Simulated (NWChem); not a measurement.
# SiH3F; SMILES F[SiH3]

```xyz
5

Si     0.0000     0.0000    -0.4569
F      0.0000     0.0000     1.1819
H      1.0052     1.0052    -0.9391
H      0.3679    -1.3731    -0.9391
H     -1.3731     0.3679    -0.9391
```
Atoms are numbered in this order, from 1.

All runs use the structure optimised with PBE-D3(BJ)/def2-SVP.

Problem. Give the principal values of the shielding tensors (ppm) of Si1, F2 from Hartree-Fock/def2-TZVP, GIAO (NWChem), with their diamagnetic and paramagnetic parts as GIAO splits them.

Solution. 
```json
[
 {"atom": "Si1", "σ11": "375.4", "σ22": "375.4", "σ33": "466.6", "isotropic": "405.8", "diamagnetic": "877.4", "paramagnetic": "-471.6"},
 {"atom": "F2", "σ11": "414.1", "σ22": "414.1", "σ33": "415.6", "isotropic": "414.6", "diamagnetic": "468.2", "paramagnetic": "-53.6"}
]
```
